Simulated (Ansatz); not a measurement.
Gas-phase electronic energies from Ansatz, PBE0-D4/def2-TZVP geometries. CCSD(T)/CBS is the MP2 limit (def2-TZVPP, def2-QZVPP) plus CCSD(T) − MP2 in def2-TZVPP, frozen cores. Functionals use def2-TZVPP. For Ga, Se outer-core shells are correlated without core-valence functions, which leaves a few kJ/mol of doubt a bond. Scalar relativity is left out up to krypton. One conformer a species, not always the lowest.

Reaction (cleavage of the Si–Ga bond): `F[SiH2][GaH2]` + `B[SeH]` → `B[Se][SiH2]F` + `[GaH3]`

```csv
species,ωB97X-V energy (Eh)
`F[SiH2][GaH2]`,-2316.42698
`B[SeH]`,-2427.98863
`B[Se][SiH2]F`,-2817.99193
`[GaH3]`,-1926.44324
```

Task: Work out ΔE.

Result: ΔE = (-2817.99193) + (-1926.44324) − (-2316.42698) − (-2427.98863) = -0.01956 Eh = -51.4 kJ/mol. CCSD(T)/CBS gives -52.7 kJ/mol.

Largest T1 diagnostic among the species: 0.013.

The D4 term adds −4.8 kJ/mol with B3LYP and −2.5 kJ/mol with PBE0; it sums over pairs of atoms, weighted by their polarisabilities, and B3LYP, whose exchange is more repulsive, gets the larger term. From PBE to PBE0 (25 % exact exchange), in def2-TZVPP and without D4, ΔE moves by −5.6 kJ/mol.

B3LYP here is the variant with VWN-RPA as its local correlation; programs differ in this.
